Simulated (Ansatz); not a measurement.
The cluster In4Sn⁺. Total charge 1; doublet. Geometry r2SCAN-D4/def2-SVP, that of the neutral singlet; atoms count from 1.

```xyz
5

In    1.7236   -0.7814    2.3120
In   -1.1360   -0.6252   -2.0784
In    1.4363    0.6588   -1.6551
In   -2.1904   -0.3797    0.6194
Sn    0.1665    1.1275    0.8021
```

In the def2 sets In, Sn take a core potential; there is no spin–orbit coupling. The structure comes from a short search, and lower isomers may exist.

Problem. Estimate the Mulliken populations from the PBE0/def2-TZVP orbitals of Ansatz.

Solution. 
```tsv
atom	charge (e)	spin (α − β)
In1	0.45	0.31
In2	0.27	0.05
In3	0.25	0.04
In4	0.25	0.04
Sn5	-0.22	0.56
```
Mulliken values and Mayer orders depend strongly on the basis.

Problem. Where does the spin sit?

Solution. Summed by element: In 0.44, Sn 0.56, of 1 unpaired in all. Largest on single atoms: Sn5 0.56, In1 0.31, In2 0.05.

Problem. And the Mayer bond orders between bonded heavy atoms (over 0.3)?

Solution. In1–Sn5 0.77 (2.89 Å); In2–In3 0.58 (2.91 Å); In2–In4 0.58 (2.91 Å); In3–Sn5 0.83 (2.81 Å); In4–Sn5 0.83 (2.80 Å). Values over 0.3 also appear between atoms too far apart for a bond (In2–Sn5 0.51 at 3.61 Å; In3–In4 0.32 at 4.41 Å); they arise where an orbital or an unpaired electron spreads over both atoms.
